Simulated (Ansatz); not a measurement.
A nudged elastic band was laid between two geometries of C$_{2}$H$_{3}$NSe (7 atoms, charge 0, multiplicity 1).

Computed with Ansatz 0.2.0, RKS B3LYP-D4/def2-SVP.

* movable images: 5
* climbing image: yes
* spring: 5.0 eV/Å²
* optimiser: quadratic models (default)
* start path: through a guess of the saddle point
* force threshold: 0.03 eV/Å
* iteration limit: 60
* end points: relaxed

First end point:

```xyz
7
Properties=species:S:1:pos:R:3
C -0.654 0.751 -0.243
Se 0.732 0.342 1.098
C 1.187 -1.321 0.444
N 1.498 -2.373 0.057
H -0.209 0.773 -1.245
H -1.031 1.748 0.025
H -1.462 0.013 -0.182
```

Last end point:

```xyz
7
Properties=species:S:1:pos:R:3
C -0.498 1.307 -0.482
Se 0.228 0.333 0.821
C 0.969 -1.626 0.392
N 1.473 -2.593 -0.019
H 0.225 1.943 -1.000
H -1.345 0.924 -1.055
H -0.990 -0.356 1.297
```

What changes between the two ends?

Bonds broken: C1–H7. Bonds formed: Se2–H7.

Give the energies along the band, and the barrier.

It converged. The highest image is number 3 of 0 to 6, 400.5 kJ/mol above the first end and 113.8 kJ/mol above the last; the last end lies 286.7 kJ/mol above the first. Neighbouring images differ by up to 2.5 eV, so the band resolves the path poorly. A vibrational analysis at the climbing image gives one clearly imaginary mode, 1064i cm⁻¹: a first-order saddle point. The orbitals stay closed-shell, which can raise the energy where a bond breaks towards radicals; this wasn't checked here.

```tsv
image	path coordinate (Å)	energy (kJ/mol)	C1–H7 (Å)	Se2–H7 (Å)
0	0.00	0.0	1.10	2.56
1	0.69	3.8	1.09	2.49
2	1.38	157.3	1.15	1.99
3	2.08	400.5	1.70	1.55
4	2.58	351.5	2.08	1.47
5	3.08	299.6	2.34	1.47
6	3.59	286.7	2.48	1.48
```

What is the geometry of the highest image?


```xyz
7
Properties=species:S:1:pos:R:3
C -0.423 1.309 -0.428
Se 0.510 0.364 0.937
C 0.950 -1.568 0.585
N 1.323 -2.641 0.331
H 0.066 1.395 -1.406
H -1.515 1.205 -0.434
H -0.849 -0.132 0.369
```

The run took 3.2 min on 2 threads of Intel(R) Xeon(R) 6975P-C (Granite Rapids), on a shared host, peak memory 0.22 GiB.
